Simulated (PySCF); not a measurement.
CHO, SMILES [OH+][C] (connectivity only; charge and spin as stated), charge +1, multiplicity 1. The structure is a stationary point at PBE0-D3(BJ)/def2-TZVPD.

TDDFT-PBE0/def2-TZVPD (PySCF 2.14.0) puts the lowest singlet excitations at 8.27, 8.27, 10.60, 10.82, 10.94, 10.94 eV.

Q: What are the lowest excitation roots from ADC(3)/aug-cc-pVDZ run with PySCF 2.14.0? (The exact figures need the calculation; the answer reports its results.)

A: 8.33, 8.33, 10.83, 10.89, 11.01, 13.74 eV. S1 differs by 0.05 eV (second minus first; roots are paired by order, and the bases may differ).
